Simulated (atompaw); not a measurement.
# Before and after: PAW (atompaw) potential for Ga (Z = 31)

| Property | Result |
| --- | --- |
| Element | gallium |
| Generator | atompaw 4.2.0.5 |
| Type | PAW |
| Functional | PBE |
| Relativity | scalar-relativistic |
| Frozen core | [Ar] 3d10 |
| Valence charge | 3 |
| Reference configuration | 4s2 4p1 |
| Partial waves | 4s (bound): rc 1.95 bohr; 4s channel at 1.05 Ry: rc 1.95 bohr; 4p (bound): rc 1.95 bohr; 4p channel at 0.2 Ry: rc 1.95 bohr; 4d channel at 0.15 Ry: rc 1.35 bohr; 4d channel at 0.95 Ry: rc 1.35 bohr |
| Local potential | troulliermartins scheme with l = 3 at -0.5 Ry, radius 1.95 bohr |
| Core correction | smooth core density matched at 1.15 bohr |
| Augmentation charge | besselshape compensation charge, radius 1.50 bohr; PAW radius 1.95 bohr; waves and projectors: custom polynom2 7 10 vanderbiltortho |

All-electron outer shells of the reference configuration (PBE, scalar-relativistic, ld1.x):

```
shell  level (eV)  outermost node (bohr)  outermost maximum (bohr)
   3p      -98.86                   0.24                      0.56
   3d      -19.15                      –                      0.53
   4s       -8.95                   0.81                      1.90
   4p       -2.58                   0.87                      2.53
```

Change: wave 4s (bound): rc 1.95 bohr becomes 4s (bound): rc 1.68 bohr.

Cutoffs: the cutoffs (Ry, on a coarse ladder) from which the occupation-weighted sum of valence levels, in a spherical-Bessel basis at the reference potential, stays within 10 and 1 mRy of its value at 400 Ry; they do not see the model core or the augmentation charge, which bear on the density cutoff.

**Question.** What does the change do?

**Answer.** The potential gets neither clearly harder nor softer (15 Ry and 18 Ry → 15 Ry and 18 Ry); the bound ghosts move from d, p, s to d, p; the range in which the s phases agree narrows (upper end at the end of the scan → 2.4).

```csv
quantity,base,changed
"cutoff, loose",15 Ry,15 Ry
"cutoff, tight",18 Ry,18 Ry
loose cutoff by channel (10 mRy a level),"s 15 Ry, p 6 Ry","s 12 Ry, p 6 Ry"
bound ghosts,"s, p, d","p, d"
s: phases at 1.95 bohr within 0.05 rad from the reference energy up to (Ry; the scan ends near 5),to the end of the scan,2.4
p: phases at 1.95 bohr within 0.05 rad from the reference energy up to (Ry; the scan ends near 5),to the end of the scan,to the end of the scan
d: phases at 1.95 bohr within 0.05 rad from the reference energy up to (Ry; the scan ends near 5),to the end of the scan,to the end of the scan
lowest overlap eigenvalue by channel,"s 0.01, p 0.45, d 0.91","s 0.09, p 0.45, d 0.91"
```

 A true bound ghost makes a file unfit for plane-wave use even where its test errors are small: the radial tests pick states by their node count and pass the ghost by. The cutoffs see the waves, projectors and local potential, not the compensation charge or the core.
